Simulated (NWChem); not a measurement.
Molecule: CH$_{4}$OSTe; SMILES S[Te]OC

```xyz
8

Te    -0.6490     0.0124    -0.0365
O      0.4572    -1.5391     0.5584
C      1.4188    -2.0361    -0.3364
H      2.2227    -1.3033    -0.5336
H      1.8728    -2.9207     0.1397
H      0.9860    -2.3448    -1.3062
S      0.9756     1.7729    -0.0097
H      0.8873     2.0887     1.3041
```
Atoms are numbered in this order, from 1.

Computed with NWChem. All runs use the structure optimised with PBE0/def2-SVP. No frequency run checked for a minimum. def2 effective core potentials on Te; no spin-orbit coupling. Ions are spin-unrestricted doublets at the neutral geometry; other ion states weren't tried.

Q: What does the run give for PBE/def2-SVP? Quantities: vertical ionisation energy, ΔSCF (eV); −ε(HOMO) (eV).

A: 
```
Property                               Result
-------------------------------------  ------
vertical ionisation energy, ΔSCF (eV)    8.25
−ε(HOMO) (eV)                            5.17
```
